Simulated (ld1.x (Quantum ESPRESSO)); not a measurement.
What one change does to a pseudopotential (Sm (Z = 62), TM semilocal)

* Element: Sm (Z = 62)
* Generator: ld1.x (Quantum ESPRESSO) 7.5
* Type: norm-conserving Troullier–Martins (semilocal form)
* Functional: PBEsol
* Relativity: scalar-relativistic
* Frozen core: [Kr] 4d10 4f5
* Valence charge: 11
* Reference configuration: 5s2 5p6 5d1 6s0 6p0 (charge +2)
* Partial waves: 5s (bound): rc 1.65 bohr; 5p (bound): rc 1.80 bohr; 5d (bound): rc 3.40 bohr
* Local potential: the d channel
* Core correction: none

Change: all radii scaled by about 1.33 (s 2.20, p 2.40, d 4.52 bohr).

Cutoffs: the cutoffs (Ry, on a coarse ladder) from which the occupation-weighted sum of valence levels, in a spherical-Bessel basis at the reference potential, stays within 10 and 1 mRy of its value at 400 Ry; they do not see the model core or the augmentation charge, which bear on the density cutoff. Errors are all-electron minus pseudo energies relative to the spin-unpolarised reference configuration.

Problem. What does the change do?

Solution. The potential gets softer (55 Ry and 90 Ry → 25 Ry and 40 Ry); the number of tests that count goes from 7 to 6; of the 6 tests that both files solve, the error grows in 6 and shrinks in 0 by more than 15 % and 0.3 meV (median size 172.3 → 1352.1 meV); neither file shows a bound ghost at the reference potential, the only one tested. A larger radius leaves more room for a smooth pseudo-wave, so fewer plane waves are needed. More of the atom is replaced by a form fitted at one configuration, so other configurations suffer. A semilocal file is local in each channel, so a ghost entry of none says nothing of the separable form that plane-wave codes build from it.

```csv
quantity,base,changed
"cutoff, loose",55 Ry,25 Ry
"cutoff, tight",90 Ry,40 Ry
loose cutoff by channel (10 mRy a level),"s 45 Ry, p 25 Ry, d 12 Ry","s 18 Ry, p 12 Ry, d 10 Ry"
bound ghosts,none,none
"tests counted (converged, no solver errors)",7 of 7,6 of 7
"error for 5s2 5p6 5d1 6s2 6p0, meV [ΔE -18.20 eV]",+261,+1947
"error for 5s2 5p6 5d1 6s1 6p0, meV [ΔE -11.72 eV]",+167,+1325
"error for 5s2 5p6 5d0 6s0 6p0, meV [ΔE 19.66 eV]",-9.0,+122
"error for 5s2 5p6 5d0 6s2 6p0, meV [ΔE -11.95 eV]",+396,+2926
"error for 5s2 5p6 5d1.5 6s1.5 6p0, meV [ΔE -17.52 eV]",+178,+1379
"error for 5s2 5p6 5d2 6s1 6p0, meV [ΔE -16.75 eV]",+106,+872
```

Base: These tests converged, but a pseudo level misses the all-electron one widely, so the file describes the atom poorly there or has found another state: 5s2 5p6 5d1 6s1 6p0: empty 6p by 3.9 eV; 5s2 5p6 5d0 6s2 6p0: empty 6p by 4.3 eV; 5s2 5p6 5d0 6s2 6p1: 5s by 11.9 eV (a node warning on the way). ld1.x printed “convergence not achieved” for 7 of the counted tests; their residual had stalled under 1e-8, short of the target of 1e-14. Changed file: Tests not counted: 5s2 5p6 5d0 6s2 6p1 (pseudo-atom not self-consistent, printed error -680 eV). These tests converged, but a pseudo level misses the all-electron one widely, so the file describes the atom poorly there or has found another state: 5s2 5p6 5d1 6s1 6p0: empty 6p by 3.9 eV; 5s2 5p6 5d0 6s0 6p0: empty 6s by 2.5 eV; 5s2 5p6 5d0 6s2 6p0: empty 6p by 4.4 eV. ld1.x printed “convergence not achieved” for 5 of the counted tests; their residual had stalled under 1e-8, short of the target of 1e-14.
